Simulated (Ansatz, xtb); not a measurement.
# Two isomers of CH6GeO3

Structure a: `[CH3][Ge]([OH])([OH])[OH]`, a singlet. Structure b: `C[O][GeH]([OH])[OH]`, a singlet. Both are isolated molecules in the gas phase, relaxed with PBE0-D4/def2-SVP; the shapes shown needn't be the lowest conformers.

a (Å):

```xyz
11

C    -1.1048    0.5911    1.0703
Ge    0.4830    0.5678   -0.0248
O     0.1699   -0.5909   -1.3312
O     0.9423    2.1371   -0.6941
O     1.9665    0.1401    0.8342
H    -0.9777    1.2997    1.9000
H    -1.9742    0.8916    0.4683
H    -1.2982   -0.4116    1.4776
H     0.9246   -0.6685   -1.9262
H     0.2539    2.5121   -1.2527
H     1.9081   -0.7215    1.2594
```

b (Å):

```yaml
atoms:
  - { symbol: C, position_ang: [-2.6486, -1.7288, -0.7463] }
  - { symbol: Ge, position_ang: [-0.5444, -0.0978, 0.0409] }
  - { symbol: O, position_ang: [-2.2382, -0.6159, 0.0021] }
  - { symbol: O, position_ang: [-0.5984, 1.2810, 1.1351] }
  - { symbol: O, position_ang: [0.4941, -1.3543, 0.7127] }
  - { symbol: H, position_ang: [-3.7370, -1.8478, -0.6284] }
  - { symbol: H, position_ang: [-2.1648, -2.6632, -0.4075] }
  - { symbol: H, position_ang: [-2.4407, -1.6123, -1.8273] }
  - { symbol: H, position_ang: [0.0122, 0.2128, -1.3476] }
  - { symbol: H, position_ang: [-1.5101, 1.4799, 1.3806] }
  - { symbol: H, position_ang: [0.3807, -1.4525, 1.6650] }
```

Quicker runs give these differences E(b) − E(a): GFN2-xTB +18.7 kJ/mol; HF/STO-3G +35.7 kJ/mol (at GFN2-xTB geometries); r2SCAN-D4/def2-SVP +82.6 kJ/mol (at GFN2-xTB geometries).

**Question.** Estimate E(b) − E(a) at the level CCSD(T)/def2-SVP + ΔMP2/def2-TZVPP.

**Answer.** Calculated at CCSD(T)/def2-SVP + ΔMP2/def2-TZVPP: E(b) − E(a) = +98.1 kJ/mol, so structure a lies lower.

How the difference moves with the method:

```
                             level          geometry  E(b) − E(a) (kJ/mol)  departure from the last row (kJ/mol)  job, with rough time for the two
                          GFN2-xTB          GFN2-xTB                   +18.7                                 −79.4              optimisation, 0.16 s
                         HF/STO-3G          GFN2-xTB                   +35.7                                 −62.3              single point, 0.32 s
                r2SCAN-D4/def2-SVP          GFN2-xTB                   +82.6                                 −15.5               single point, 2.1 s
                  PBE0-D4/def2-SVP  PBE0-D4/def2-SVP                   +79.5                                 −18.6                optimisation, 31 s
                       HF/def2-SVP  PBE0-D4/def2-SVP                   +68.1                                 −30.0           part of the CCSD(T) run
                      MP2/def2-SVP  PBE0-D4/def2-SVP                   +84.6                                 −13.5           part of the CCSD(T) run
                  CCSD(T)/def2-SVP  PBE0-D4/def2-SVP                   +76.0                                 −22.1                      single point
CCSD(T)/def2-SVP + ΔMP2/def2-TZVPP  PBE0-D4/def2-SVP                   +98.1                                                      single point, 31 s
```

As drawn, b has 1 C–O, 1 Ge–H in place of 1 C–Ge, 1 O–H.

The levels shown agree on the order. The largest departure from CCSD(T)/def2-SVP + ΔMP2/def2-TZVPP is that of GFN2-xTB, 79.4 kJ/mol. A small imaginary or near-zero mode remains, so no thermal terms are given. The last row adds to CCSD(T) the change of the MP2 difference between the two basis sets, here +22.1 kJ/mol, a large step that makes the value less sure.

The correlated steps freeze 13 core orbitals; the filled d shell of Ge is correlated, in a basis made for valence electrons. Run with Ansatz 0.2.0, xtb 6.7.1; the last row on 2 threads of Intel(R) Xeon(R) 6975P-C (Granite Rapids) on a shared host.
